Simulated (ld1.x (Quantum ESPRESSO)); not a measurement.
## Varying the PAW potential for boron (B)

Base potential:

* Element: B
* Generator: ld1.x (Quantum ESPRESSO) 7.5
* Type: PAW
* Functional: PW91
* Relativity: fully relativistic
* Frozen core: [He]
* Valence charge: 3
* Reference configuration: 2s2 2p1
* Partial waves: 2s (bound): rcut 1.45, rcutus 1.55 bohr; 2s channel at 2.25 Ry: rcut 1.45, rcutus 1.55 bohr; 2p (bound): rcut 2.50, rcutus 3.20 bohr; 2p channel at 0.4 Ry: rcut 2.50, rcutus 3.20 bohr
* Local potential: all-electron potential smoothed inside 2.50 bohr (lloc = -2)
* Core correction: Bessel-smoothed model core inside 1.40 bohr
* Augmentation charge: BESSEL, radius 1.20 bohr

Open shells are filled in proportion to 2j + 1 (rel_dist='average').

All-electron outer shells of the reference configuration (PW91, scalar-relativistic, ld1.x):

```
shell  level (eV)  outermost node (bohr)  outermost maximum (bohr)
   1s     -180.88                      –                      0.21
   2s       -9.49                   0.46                      1.52
   2p       -3.65                      –                      1.57
```

Cutoffs, loose and tight: the cutoffs (Ry, on a coarse ladder) from which the occupation-weighted sum of valence levels, in a spherical-Bessel basis at the reference potential, stays within 10 and 1 mRy of its value at 400 Ry. They do not see the model core or the augmentation charge, which bear on the density cutoff. Test errors are all-electron minus pseudo excitation energies from the reference, over the configurations 2s2 2p0; 2s1 2p0; 2s2 2p0.5; 2s1 2p1; 2s1 2p2; 2s0 2p3; 2s2 2p1.3. A dash means not determined; rows that change the core or the reference have their own tests.

Cutoffs are not given where the Bessel-basis levels miss the radial ones by over 6 mRy, ghosts where they miss by over 20 mRy; a channel whose overlap is not positive is not tested.

```tsv
change	outcome	bound ghosts	largest test error (meV)
base	generated	not determined	test run stopped at test 1 of 7 (negative rho)
all radii but the core radius scaled by about 0.74 (s 1.14, p 2.38 bohr, rcut 1.08/1.86); local potential all-electron potential smoothed inside 1.86 bohr (lloc = -2); augmentation BESSEL, radius 0.88 bohr	generated	not determined	+6.4
all radii but the core radius scaled by about 0.81 (s 1.26, p 2.58 bohr, rcut 1.18/2.02); local potential all-electron potential smoothed inside 2.02 bohr (lloc = -2); augmentation BESSEL, radius 0.98 bohr	generated	not determined	test run stopped at test 1 of 7 (negative rho)
all radii but the core radius scaled by about 0.88 (s 1.36, p 2.82 bohr, rcut 1.28/2.20); local potential all-electron potential smoothed inside 2.20 bohr (lloc = -2); augmentation BESSEL, radius 1.06 bohr	generated	not determined	test run stopped at test 1 of 7 (negative rho)
all radii but the core radius scaled by about 1.11 (s 1.72, p 3.56 bohr, rcut 1.62/2.78); local potential all-electron potential smoothed inside 2.78 bohr (lloc = -2); augmentation BESSEL, radius 1.34 bohr	generated	not determined	+7.6
all radii but the core radius scaled by about 1.18 (s 1.84, p 3.78 bohr, rcut 1.72/2.96); local potential all-electron potential smoothed inside 2.96 bohr (lloc = -2); augmentation BESSEL, radius 1.42 bohr	generated	not determined	-116
all radii but the core radius scaled by about 1.24 (s 1.92, p 3.96 bohr, rcut 1.80/3.08); local potential all-electron potential smoothed inside 3.08 bohr (lloc = -2); augmentation BESSEL, radius 1.48 bohr	generated	not determined	+47
all radii but the core radius scaled by about 1.30 (s 2.02, p 4.16 bohr, rcut 1.88/3.24); local potential all-electron potential smoothed inside 3.24 bohr (lloc = -2); augmentation BESSEL, radius 1.56 bohr	generated	not determined	+14
all radii but the core radius scaled by about 1.37 (s 2.12, p 4.38 bohr, rcut 1.98/3.42); local potential all-electron potential smoothed inside 3.42 bohr (lloc = -2); augmentation BESSEL, radius 1.64 bohr	generated	not determined	-22
```
